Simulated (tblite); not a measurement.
Se, charge -1, doublet; tblite with GFN1-xTB.

Input for tblite:
```
$ tblite run mol.xyz --method gfn1 --charge -1 --spin 1 --grad --json tblite.json --no-restart

# file mol.xyz
1

Se     0.00000000     0.00000000     0.00000000
```

Output, abridged:

```
xTB calculator
 | screened Coulomb repulsion
 | Coulomb electrostatics
 |  * isotropic Klopman-Ohno-Mataga-Nishimoto electrostatics
 |  * onsite third-order electrostatics
 | DFT-D3(BJ) dispersion correction

halogen bonding energy    0.0000000000000E+00 Eh
repulsion energy          0.0000000000000E+00 Eh
dispersion energy         0.0000000000000E+00 Eh
number of electrons       7.0000000000000E+00 e
integral cutoff           2.0076194534669E+01 bohr

------------------------------------------------------------
  cycle        total energy    energy error   density error
------------------------------------------------------------
      1     -3.403935193550  -3.4039352E+00   2.7216553E-01
      2     -3.403935193550   0.0000000E+00   1.6329932E-01
      3     -3.403935193550   0.0000000E+00   9.7969793E-06
------------------------------------------------------------

electronic energy        -3.4039351935495E+00 Eh
total energy             -3.4039351935495E+00 Eh

Post processing:
 | Mayer-Wiberg bond orders

[Info] Tight-binding results written to 'tblite.txt'
[Info] JSON dump of results written to 'tblite.json'
```
